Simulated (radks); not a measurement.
Fractional charge and spin in the 3p shell of cobalt: the spin-up occupation runs from 2 to 3 and the spin-down occupation from 2 to 3; the fullest corner is Co+, [Ne] 3s2 3d(up 4, down 4) 3p(up 3, down 3). All-electron calculation, scalar-relativistic Kohn-Sham, PBE, spin-polarised, spherical densities, finite nucleus; Fermi nuclear charge, rms radius of each element as measured or else 0.836 A^(1/3) + 0.57 fm. Program: a radial shooting solver on a logarithmic mesh with Libxc functionals. Energy (eV) minus the two flat planes that join the four corners (they meet along the diagonal where the two added fractions sum to one electron); zero is where a piecewise linear energy would lie.

down \ up,2,2.25,2.5,2.75,3
2,0.000,-1.820,-2.403,-1.783,0.000
2.25,-1.820,-2.309,-1.596,0.278,-1.544
2.5,-2.403,-1.596,0.371,-1.359,-2.021
2.75,-1.783,0.278,-1.359,-1.929,-1.486
3,0.000,-1.544,-2.021,-1.486,0.000

Corners above the fullest one (they belong to Co2+ and the next ion): (up 3, down 2) 76.744 eV, (up 2, down 3) 76.744 eV, (up 2, down 2) 172.75 eV. With half an added electron in each spin the energy lies 0.371 eV from the planes, and with half an added electron in spin up alone -2.403 eV. The planes are only a guide here: the flat-plane condition holds for ground states with one frontier orbital, while this shell lies below other occupied shells, so the corners above the fullest one are inner-hole states and not the ground states of those ions.
